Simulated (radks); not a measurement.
Values are calculated unless marked as measured or tabulated.
Radial electron density D(r) = 4 pi r^2 rho(r) of an atom or ion with 52 electrons. Code: a radial shooting solver on a logarithmic mesh with Libxc functionals. Model: Dirac Kohn-Sham, PBE, spin-unpolarised, spherical densities, finite nucleus; Fermi nuclear charge, rms radius of each element as measured or else 0.836 A^(1/3) + 0.57 fm.

```
   r/bohr * D(r) (the largest magnitude, 95.3, reaches the edge; | marks zero)
 0.001188 | *
 0.001362 | *
  0.00156 |  *
 0.001802 |   *
 0.002064 |    *
 0.002365 |     *
 0.002731 |      *
 0.003129 |        *
 0.003585 |          *
  0.00414 |            *
 0.004743 |               *
 0.005477 |                  *
 0.006275 |                     *
  0.00719 |                         *
 0.008303 |                             *
 0.009513 |                                *
   0.0109 |                                    *
  0.01259 |                                       *
  0.01442 |                                         *
  0.01652 |                                          *
  0.01908 |                                          *
  0.02186 |                                         *
  0.02504 |                                        *
  0.02892 |                                      *
  0.03314 |                                     *
  0.03796 |                                     *
  0.04384 |                                       *
  0.05023 |                                           *
  0.05755 |                                               *
  0.06646 |                                                    *
  0.07614 |                                                      *
  0.08794 |                                                     *
   0.1007 |                                                 *
   0.1154 |                                            *
   0.1333 |                                        *
   0.1527 |                                       *
    0.175 |                                         *
   0.2021 |                                             *
   0.2315 |                                              *
   0.2652 |                                          *
   0.3063 |                                  *
   0.3509 |                        *
   0.4021 |                 *
   0.4643 |               *
    0.532 |                *
   0.6095 |                  *
   0.7039 |                 *
   0.8064 |              *
   0.9239 |         *
    1.067 |      *
    1.222 |    *
    1.412 |   *
    1.617 |  *
    1.853 |  *
     2.14 | *
    2.452 |*
    2.809 *
    3.244 *
    3.717 *
    4.258 *
    4.918 *
    5.634 *
```

What is the nuclear charge?

Answer. Z = 56. The innermost maximum, from 1s, lies near gamma/Z bohr with gamma = sqrt(1 - (Z/c)^2) = 0.913, here 0.0163 bohr (found: 0.0179), and its height grows with Z. The density is that of the barium ion Ba4+ in [Kr] 4d9 5s2 5p4 4f1; the configuration itself is not fixed sharply by these data, and Z only to a few units. D(r) has 4 maxima, at r = 0.0179, 0.0786, 0.224, 0.624 bohr, and minima at 0.0348, 0.148, 0.464 bohr, inside which lie 2.02, 11.19, 29.03 electrons.
